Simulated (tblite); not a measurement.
Input of a run (GFN2-xTB geometry optimisation, gas phase (tblite 0.8.0)), started from a force field or distance geometry:
```
{"job": {"kind": "relax", "xc": "GFN2-xTB", "basis": "xTB"}, "charge": 1, "multiplicity": 2}
C     -4.264200     0.164500     0.891900
C     -3.130300    -0.016800     0.586600
C     -1.644300    -0.267200     0.219400
C     -0.506000    -0.443100    -0.088100
C      0.883100    -0.678100    -0.429600
F      0.947300    -1.870700    -1.088100
C      1.547600     0.520600    -1.202800
S      3.139500     0.190600    -0.356300
C      1.885800    -0.530300     0.759800
H     -5.295800     0.332000     1.159400
H      1.134100     1.505700    -0.969600
H      1.567400     0.395900    -2.284800
H      1.561200     0.166200     1.558500
H      2.174100    -1.474800     1.221600
```

Output (eV, eV/Å):
```
step      E/eV     max force
  0    -676.03418    7.071
  1    -675.94598    8.833
  2    -676.64451    2.060
  3    -676.77326    1.317
  4    -676.83755    0.891
  5    -676.86094    0.812
  6    -676.86241    1.024
  7    -676.87182    0.410
  8    -676.87729    0.222
  9    -676.88254    0.256
 10    -676.88652    0.278
 11    -676.89016    0.184
 12    -676.89283    0.145
 13    -676.89512    0.137
 14    -676.89750    0.135
 15    -676.90011    0.166
 16    -676.90262    0.159
 17    -676.90518    0.162
 18    -676.90855    0.173
 19    -676.91358    0.188
 20    -676.91928    0.182
 21    -676.92388    0.201
 22    -676.92830    0.192
 23    -676.93209    0.152
 24    -676.93576    0.151
 25    -676.93960    0.152
 26    -676.94297    0.142
 27    -676.94544    0.114
 28    -676.94697    0.102
 29    -676.94745    0.098
 30    -676.94910    0.092
 31    -676.95025    0.095
 32    -676.95230    0.077
 33    -676.95285    0.089
 34    -676.95403    0.101
 35    -676.95545    0.116
 36    -676.95741    0.130
 37    -676.95891    0.082
 38    -676.95963    0.062
 39    -676.95994    0.068
 40    -676.96021    0.066
 41    -676.96058    0.057
 42    -676.96107    0.047
 43    -676.96152    0.048
 44    -676.96177    0.051
 45    -676.96217    0.055
 46    -676.96276    0.056
 47    -676.96383    0.076
 48    -676.96516    0.071
 49    -676.96636    0.063
 50    -676.96710    0.057
 51    -676.96759    0.058
 52    -676.96829    0.058
 53    -676.96945    0.088
 54    -676.97005    0.142
 55    -676.97228    0.089
 56    -676.97362    0.066
 57    -676.97428    0.035
 58    -676.97439    0.024
 59    -676.97449    0.029
 60    -676.97456    0.026
 61    -676.97461    0.017
 62    -676.97464    0.014
 63    -676.97465    0.013
 64    -676.97466    0.009
```

**Question.** Summarise the run.

**Answer.** The energy falls by 21.7 kcal/mol over 64 L-BFGS steps, the largest force on an atom goes from 7.07 to 0.009 eV/Å, and the atoms move by 0.394 Å rms after alignment. The bond that changes most is C2–C3 (both ends carbon bonded to 2 C), which shortens by 0.203 Å. Bonds longer at the end by more than 0.005 Å: 3 of 14; shorter: 8. Among the angles that change most is F6–C5–C9, from 114.8° to 111.1°. Among the dihedrals that turn most is C9–C5–C7–H11, from -89° to -123°. The energy rose by more than 1e-5 eV at step 1.

**Question.** What are the final bond lengths?

**Answer.** C1≡C2 1.213 Å, C2–C3 1.348 Å, C3≡C4 1.214 Å, C4–C5 1.444 Å, C5–F6 1.369 Å, C5–C7 1.546 Å, C7–S8 1.812 Å, S8–C9 1.812 Å, C5–C9 1.546 Å, C1–H10 1.053 Å, C7–H11 1.090 Å, C7–H12 1.092 Å, C9–H13 1.090 Å, C9–H14 1.092 Å. Numbering counts from 1 in the input's order; the species is `C#CC#CC1(F)C[S+]C1` [radical].

Hardware: one thread of an Arm Neoverse V2, no GPU, on a shared host. Cost: 0.41 s.

Its GFN2-xTB frequencies are all real (lowest 46 cm⁻¹).

All values are computed, not measured.
